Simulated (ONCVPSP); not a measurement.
What the settings do to the ONCV potential of lanthanum

Base potential:

lanthanum, optimised norm-conserving Vanderbilt (ONCV), made with ONCVPSP 4.0.1 (LDA (Perdew-Wang 92), scalar-relativistic). Core [Kr] 4d10, reference 5s2 5p6 5d1 (charge +2). Waves: 5s: rc 2.60 bohr, ncon 4, nbas 8, qcut 4.8 1/bohr, 2 projectors, debl 2.6 Ha; 5p: rc 2.60 bohr, ncon 4, nbas 7, qcut 4.6 1/bohr, 1 projector; 5d: rc 3.80 bohr, ncon 3, nbas 8, qcut 3.3 1/bohr, 2 projectors, debl 2.1 Ha; f scattering state at 0.05 Ha: rc 3.00 bohr, ncon 4, nbas 8, qcut 3.6 1/bohr, 2 projectors, debl 1.9 Ha. Local part: polynomial inside 2.40 bohr (lpopt 5, dvloc0 0 Ha). Core correction: Teter function, fcfact 2, rcfact 1.2.

In the s channel the program set the typed energies aside and used -1.902, 0.050 Ha. In the f channel the program set the typed energies aside and used -0.636, 1.264 Ha.

Cutoffs, loose and tight: the cutoffs (Ha) at which the residual kinetic energy of the hardest occupied pseudo-wave falls to 1 and 0.1 mHa per electron. They do not see the model core or the augmentation charge, which bear on the density cutoff. Test errors are all-electron minus pseudo excitation energies from the reference, over the configurations 5s2 5p6 5d1 6s2; 5s2 5p6 5d1 6s1; 5s2 5p6 5d0; 5s2 5p6 5d1 6p2. A dash means not determined; rows that change the core or the reference have their own tests. The largest error is taken over the tests solved by every variant that gives reliable tests at all: 5s2 5p6 5d0; 5s2 5p6 5d1 6s1; 5s2 5p6 5d1 6s2.

For the base: The cutoffs count occupied waves only; projector 2 of the f channel, the hardest unoccupied one, needs 40 Ha at the loose tolerance.

A true bound ghost makes a file unfit for plane-wave use even where its test errors are small: the radial tests pick states by their node count and pass the ghost by.

```csv
change,outcome,"cutoff, loose","cutoff, tight",bound ghosts,GHOST(+) flags above zero,largest test error (meV)
base,"generated, projector energies reset by the program",7.5 Ha,9.1 Ha,none,s,+83
f: nbas 7,"generated, projector energies reset by the program",7.5 Ha,9.1 Ha,none,s,+83
d: nproj 1,"generated, projector energies reset by the program",7.5 Ha,9.1 Ha,none,"s, d",+83
```

Question: What comes out with this change to the base: local potential polynomial inside 2.60 bohr (lpopt 5, dvloc0 0 Ha)?

Answer: outcome: generated, projector energies reset by the program; cutoff, loose: 7.5 Ha; cutoff, tight: 9.1 Ha; bound ghosts: p; GHOST(+) flags above zero: none; largest test error (meV): +107.
